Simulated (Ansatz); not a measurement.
Born–Oppenheimer molecular dynamics of CH₇FSSi (11 atoms, charge 0, multiplicity 1). It starts at the highest image of a converged band, a first-order saddle point between two minima.

Computed with Ansatz 0.2.0, RKS revPBE-D4/def2-SVP.

```yaml
ensemble: NVE (velocity Verlet)
time_step: 0.5 fs
steps_asked: 200
starting_velocities_drawn_for: 100 K
seed: 7200
```

Frames 0.5 fs apart, positions in Å.

Velocities at 20.0 fs (Å/ps):

```
Si 3.03 -0.16 -1.74
F -5.17 -1.58 0.61
H -4.78 -13.13 -0.17
H 2.64 -0.74 0.47
C -1.28 -1.94 -3.09
H 1.10 0.76 19.90
S 0.63 2.41 0.94
H 6.02 6.09 0.93
H 3.19 -7.07 3.79
H -2.90 5.82 5.62
H 3.21 -10.94 13.38
```

```xyz
11
Properties=species:S:1:pos:R:3 time_fs=20.0 energy_less_start_eV=-0.011 T=109
Si -0.431 0.123 -0.550
F 1.425 0.515 -0.968
H -0.625 -0.066 -2.031
H -1.751 0.759 -0.199
C -0.188 -1.508 0.342
H 1.440 1.229 0.196
S 0.467 1.714 1.232
H -0.371 -1.453 1.431
H -0.896 -2.276 -0.057
H 0.846 -1.893 0.123
H -0.021 2.791 0.578
11
Properties=species:S:1:pos:R:3 time_fs=20.5 energy_less_start_eV=-0.015 T=113
Si -0.430 0.122 -0.551
F 1.423 0.514 -0.968
H -0.628 -0.072 -2.031
H -1.750 0.759 -0.199
C -0.189 -1.509 0.340
H 1.440 1.230 0.206
S 0.467 1.715 1.232
H -0.368 -1.449 1.432
H -0.894 -2.279 -0.055
H 0.844 -1.889 0.126
H -0.020 2.786 0.585
11
Properties=species:S:1:pos:R:3 time_fs=21.0 energy_less_start_eV=-0.019 T=117
Si -0.428 0.122 -0.552
F 1.420 0.514 -0.968
H -0.630 -0.079 -2.031
H -1.749 0.759 -0.199
C -0.189 -1.510 0.338
H 1.440 1.232 0.216
S 0.467 1.716 1.233
H -0.365 -1.446 1.433
H -0.893 -2.282 -0.053
H 0.841 -1.886 0.130
H -0.018 2.782 0.590
11
Properties=species:S:1:pos:R:3 time_fs=21.5 energy_less_start_eV=-0.024 T=121
Si -0.427 0.122 -0.553
F 1.417 0.513 -0.967
H -0.632 -0.086 -2.032
H -1.748 0.759 -0.198
C -0.190 -1.511 0.337
H 1.439 1.235 0.226
S 0.468 1.717 1.233
H -0.361 -1.443 1.433
H -0.891 -2.284 -0.052
H 0.838 -1.882 0.134
H -0.016 2.779 0.594
11
Properties=species:S:1:pos:R:3 time_fs=22.0 energy_less_start_eV=-0.029 T=126
Si -0.425 0.122 -0.554
F 1.414 0.512 -0.967
H -0.634 -0.093 -2.033
H -1.747 0.760 -0.198
C -0.191 -1.513 0.335
H 1.437 1.239 0.236
S 0.468 1.718 1.234
H -0.356 -1.439 1.433
H -0.889 -2.286 -0.050
H 0.835 -1.878 0.138
H -0.014 2.777 0.597
11
Properties=species:S:1:pos:R:3 time_fs=22.5 energy_less_start_eV=-0.037 T=132
Si -0.423 0.122 -0.555
F 1.411 0.511 -0.967
H -0.636 -0.099 -2.034
H -1.745 0.761 -0.198
C -0.191 -1.514 0.334
H 1.435 1.244 0.246
S 0.469 1.719 1.235
H -0.352 -1.436 1.433
H -0.887 -2.288 -0.049
H 0.831 -1.874 0.143
H -0.013 2.778 0.598
11
Properties=species:S:1:pos:R:3 time_fs=23.0 energy_less_start_eV=-0.047 T=141
Si -0.421 0.122 -0.557
F 1.408 0.510 -0.966
H -0.638 -0.106 -2.035
H -1.744 0.762 -0.197
C -0.192 -1.515 0.333
H 1.433 1.251 0.256
S 0.469 1.720 1.236
H -0.347 -1.432 1.432
H -0.886 -2.289 -0.048
H 0.829 -1.870 0.147
H -0.012 2.780 0.598
11
Properties=species:S:1:pos:R:3 time_fs=23.5 energy_less_start_eV=-0.060 T=152
Si -0.419 0.121 -0.558
F 1.404 0.509 -0.966
H -0.640 -0.113 -2.036
H -1.743 0.764 -0.197
C -0.192 -1.516 0.331
H 1.430 1.258 0.266
S 0.470 1.721 1.237
H -0.342 -1.428 1.431
H -0.885 -2.290 -0.047
H 0.827 -1.867 0.152
H -0.011 2.784 0.596
11
Properties=species:S:1:pos:R:3 time_fs=24.0 energy_less_start_eV=-0.075 T=164
Si -0.417 0.121 -0.559
F 1.401 0.508 -0.965
H -0.641 -0.120 -2.038
H -1.741 0.766 -0.197
C -0.193 -1.518 0.330
H 1.427 1.267 0.275
S 0.470 1.722 1.238
H -0.337 -1.425 1.430
H -0.884 -2.292 -0.046
H 0.827 -1.863 0.156
H -0.010 2.789 0.593
11
Properties=species:S:1:pos:R:3 time_fs=24.5 energy_less_start_eV=-0.090 T=178
Si -0.415 0.121 -0.561
F 1.397 0.507 -0.965
H -0.643 -0.126 -2.039
H -1.739 0.768 -0.197
C -0.194 -1.519 0.329
H 1.425 1.276 0.285
S 0.471 1.723 1.239
H -0.333 -1.421 1.429
H -0.884 -2.293 -0.046
H 0.827 -1.861 0.160
H -0.009 2.796 0.588
11
Properties=species:S:1:pos:R:3 time_fs=25.0 energy_less_start_eV=-0.106 T=192
Si -0.413 0.120 -0.562
F 1.393 0.507 -0.964
H -0.644 -0.133 -2.040
H -1.737 0.771 -0.197
C -0.195 -1.520 0.328
H 1.422 1.287 0.294
S 0.471 1.723 1.240
H -0.328 -1.418 1.427
H -0.884 -2.294 -0.046
H 0.830 -1.859 0.164
H -0.008 2.803 0.582
11
Properties=species:S:1:pos:R:3 time_fs=25.5 energy_less_start_eV=-0.122 T=205
Si -0.411 0.120 -0.564
F 1.389 0.506 -0.964
H -0.646 -0.139 -2.041
H -1.734 0.774 -0.198
C -0.196 -1.521 0.328
H 1.420 1.299 0.302
S 0.472 1.724 1.242
H -0.323 -1.414 1.425
H -0.885 -2.296 -0.046
H 0.833 -1.857 0.167
H -0.007 2.811 0.576
```

Of the whole run (100 fs, mean temperature of the second half 1070 K): The conserved energy stayed within 0.048 meV per atom of its start (net change 0.0073 meV per atom), so the integration is sound. The kinetic energy rose, since the run started high on the potential surface and went downhill. It ends in pieces (CH5FSi + H2S), so much of that is their flight and rotation, not heat. A run of 0.1 ps of so small a system gives no equilibrium averages. The orbitals stay closed-shell, which can raise the energy where a bond breaks towards radicals; this wasn't checked here.

Run time: 5 min on 2 threads of Intel(R) Xeon(R) Platinum 8488C (Sapphire Rapids) (shared host), peak memory 0.14 GiB.
